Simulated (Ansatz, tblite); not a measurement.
Cost and result up the ladder for the cluster AlCu₂⁺ (3 atoms). Total charge 1; singlet. Geometry: PBE-D4/def2-TZVP.

```xyz
3

Cu    0.5638    1.2003    1.8741
Cu   -0.5638   -1.2004   -1.8741
Al    0.0000    0.0000    0.0000
```

Ansatz on 2 threads of Arm Neoverse V2 on a shared host; xTB runs through tblite on one thread. Times are rough, summed over both states, and most runs start from the orbitals of an earlier one. RPA@PBE/def2-TZVP serves as the yardstick here, not as an exact answer. The other state is a quintet at its own geometry, which has other bonds, so the gap mixes isomer and spin.

The xTB rows come from tblite. HSE06 is defined as in plane-wave codes, on full-range PBE exchange. Correlated methods freeze 23 core orbitals. In CCSD on the charge 1 quintet the largest single amplitude is 0.31, so its Hartree–Fock determinant may place the open shell otherwise than the density functionals do. HOMO above LUMO, or a gap near zero within one spin, warns that the state may not be the lowest or that an electron is smeared out. At PBE0-D4/def2-TZVP a singlet of charge 1 lies 4.81 eV below the quintet, each at its own geometry. The structure comes from a short search, and lower isomers may exist.

Run but left out: HF/def2-TZVP, HF/def2-TZVPP, HF/def2-QZVPP, MP2/def2-TZVP, MP2/def2-TZVPP, MP2/def2-QZVPP (quintet: a determinant that CCSD turns far, T1 0.065).

Correlated methods converge slowly with the basis.

xTB has no spin-polarisation term.

```
                          level  functions  wall time  quintet − singlet (eV)  difference from RPA@PBE/def2-TZVP (eV)                                  remarks
                       GFN1-xTB         27    0.004 s                    3.85                                    0.02                                        –
                       GFN2-xTB         27    0.005 s                    7.93                                    4.10                                        –
            revPBE-D4/def2-TZVP        127      5.6 s                    4.52                                    0.70  gap within one spin near zero (quintet)
               PBE-D4/def2-TZVP        127      5.8 s                    4.62                                    0.79  gap within one spin near zero (quintet)
              RPA@PBE/def2-TZVP        127      8.4 s                    3.82                                    0.00                                        –
             HSE06-D4/def2-TZVP        127       10 s                    4.80                                    0.98                                        –
              BLYP-D4/def2-TZVP        127       11 s                    4.96                                    1.13  gap within one spin near zero (quintet)
            r2SCAN-D4/def2-TZVP        127       14 s                    4.28                                    0.45                                        –
           r2SCANh-D4/def2-TZVP        127       16 s                    4.39                                    0.56                                        –
PBE0-D4/def2-TZVP (with forces)        127       19 s                    4.81                                    0.98                                        –
             CCSD(T)/def2-TZVPP        170       37 s                    5.07                                    1.25               large T1 (0.065) (quintet)
```
